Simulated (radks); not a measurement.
Values are calculated unless marked as measured or tabulated.
Excited configurations of As3+: one electron is placed in a higher orbital outside [Ar] 3d10 4s1. The ground configuration is [Ar] 3d10 4s2. Code: a radial shooting solver on a logarithmic mesh with Libxc functionals. Model: scalar-relativistic Kohn-Sham, BLYP, spin-polarised, spherical densities, point nucleus; open shells are filled with parallel spins first. Excitation = E - E(ground); binding = E(ion) - E, where the ion is the core of charge +4; n* = 4/sqrt(2 binding) in atomic units, and the quantum defect is n - n*.

| outer orbital | excitation (eV) | binding (eV) | n* | quantum defect | eigenvalue (eV) | <r> (bohr) |
|---|---|---|---|---|---|---|
| 4p | 10.455 | 40.002 | 2.333 | 1.667 | -34.635 | 1.981 |
| 4f | 36.204 | 14.253 | 3.908 | 0.092 | -11.925 | 4.134 |
| 5p | 31.351 | 19.106 | 3.375 | 1.625 | -16.975 | 4.164 |
| 5d | 36.617 | 13.840 | 3.966 | 1.034 | -12.158 | 5.347 |
| 5f | 40.913 | 9.544 | 4.776 | 0.224 | -8.245 | 7.172 |
| 6s | 37.103 | 13.354 | 4.038 | 1.962 | -11.900 | 6.272 |
| 6d | 41.458 | 8.999 | 4.918 | 1.082 | -7.992 | 8.588 |
| 6f | 43.698 | 6.759 | 5.675 | 0.325 | -5.941 | 10.90 |
| 7p | 42.577 | 7.880 | 5.256 | 1.744 | -7.033 | 10.43 |
| 7d | 44.078 | 6.379 | 5.842 | 1.158 | -5.675 | 12.48 |
| 7f | 45.424 | 5.033 | 6.577 | 0.423 | -4.469 | 15.28 |

The Delta-SCF ionisation energy is 50.457 eV (NIST Atomic Spectra Database: 50.2 eV, measured). Self-interaction in the functional shifts the binding energies and quantum defects, so they are the method's values and not measured ones.
